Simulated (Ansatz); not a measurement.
Br₂ClH₂HfN, SMILES `[NH2][Hf]([Cl])([Br])[Br]`, charge 0, multiplicity 1.

Give a relaxed structure at PBE0-D4/def2-TZVP (Ansatz 0.2.0). (Estimate.)

Computed: 
```xyz
7

N     0.3941    0.4348    1.1452
Hf   -0.2058   -0.2788   -0.6141
Cl    0.2858   -2.5562   -0.5864
Br   -2.6461    0.1891   -0.8504
Br    1.0261    0.9283   -2.4199
H     0.2703    1.3844    1.4710
H     0.8756   -0.1017    1.8546
```
Point group Cs.
